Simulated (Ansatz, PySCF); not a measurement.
C4H6F2, SMILES C[C@@H](F)/C=C\F. Atoms are numbered in the order given.

```xyz
12

C     -1.7211    -0.6168    -0.1730
C     -0.7041     0.3995    -0.6610
F     -0.6093     1.4071     0.2964
C      0.6547    -0.1939    -0.9144
C      1.5196    -0.5258     0.0459
F      1.2445    -0.3761     1.3442
H     -1.3678    -1.0695     0.7654
H     -2.6884    -0.1251     0.0102
H     -1.8640    -1.4150    -0.9171
H     -1.0641     0.8765    -1.5916
H      0.9743    -0.3653    -1.9464
H      2.5190    -0.9404    -0.1251
```
Charge 0, spin multiplicity 1.

Geometry optimised at r2SCAN-D4/def2-SVP. The structure was generated by enumeration; whether it is a known compound was not checked. The values are those of a single conformer.

Two levels are set side by side: PBE-D3(BJ)/def2-SVP (Ansatz, a first-principles code) and r2SCAN-D4/def2-SVP (Ansatz). Each level has its own optimised geometry; the coordinates shown are those of the second. Frequencies come from the Hessian of PySCF at each geometry. Differences are taken from unrounded values.

```tsv
quantity	r2SCAN-D4
mean bond length (Å)	1.244
bond C1–C2 (Å)	1.518
bond C2–F3 (Å)	1.393
bond C2–C4 (Å)	1.504
bond C4–C5 (Å)	1.334
bond C5–F6 (Å)	1.335
bond C1–H7 (Å)	1.100
bond C1–H8 (Å)	1.101
bond C1–H9 (Å)	1.100
bond C2–H10 (Å)	1.106
bond C4–H11 (Å)	1.094
bond C5–H12 (Å)	1.095
highest harmonic wavenumber (cm⁻¹)	3208
mean harmonic wavenumber (cm⁻¹)	1365
zero-point energy (kcal/mol)	58.53
```

Q: What does PBE-D3(BJ) give, and how far is it from r2SCAN-D4? (An estimate is asked for; the answer gives what the named calculation found.)

A: 
```tsv
quantity	PBE-D3(BJ)	PBE-D3(BJ) minus r2SCAN-D4
mean bond length (Å)	1.251	0.007
bond C1–C2 (Å)	1.525	0.007
bond C2–F3 (Å)	1.401	0.007
bond C2–C4 (Å)	1.511	0.006
bond C4–C5 (Å)	1.342	0.008
bond C5–F6 (Å)	1.342	0.007
bond C1–H7 (Å)	1.107	0.007
bond C1–H8 (Å)	1.108	0.007
bond C1–H9 (Å)	1.108	0.008
bond C2–H10 (Å)	1.114	0.008
bond C4–H11 (Å)	1.101	0.007
bond C5–H12 (Å)	1.103	0.008
highest harmonic wavenumber (cm⁻¹)	3137	-71
mean harmonic wavenumber (cm⁻¹)	1329	-35
zero-point energy (kcal/mol)	57.01	-1.52
```
